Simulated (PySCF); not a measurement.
Harmonic spectrum computed at PBE0 in the def2-TZVP basis family (core potentials from Rb on, PySCF, no spin–orbit coupling):

```json
{"symmetry": "b1", "ω (cm⁻¹)": "249", "IR (km/mol)": "14.9"}
{"symmetry": "a1", "ω (cm⁻¹)": "250", "IR (km/mol)": "14.5"}
{"symmetry": "b2", "ω (cm⁻¹)": "363", "IR (km/mol)": "3.9"}
{"symmetry": "a1", "ω (cm⁻¹)": "565", "IR (km/mol)": "2.9"}
{"symmetry": "b2", "ω (cm⁻¹)": "627", "IR (km/mol)": "330"}
{"symmetry": "a1", "ω (cm⁻¹)": "707", "IR (km/mol)": "42.1"}
```

**Question.** Which molecule gave it? In each, all ligands are bound to the one heavy central atom.
A. BrF₃ (singlet)
B. BF₃ (singlet)
C. AsF₃ (singlet)
D. IF₃ (singlet)
E. GaF₃ (singlet)

**Answer.** A. It has C2v symmetry with Br–F 1.722 Å, Br–F 1.809 Å (×2).
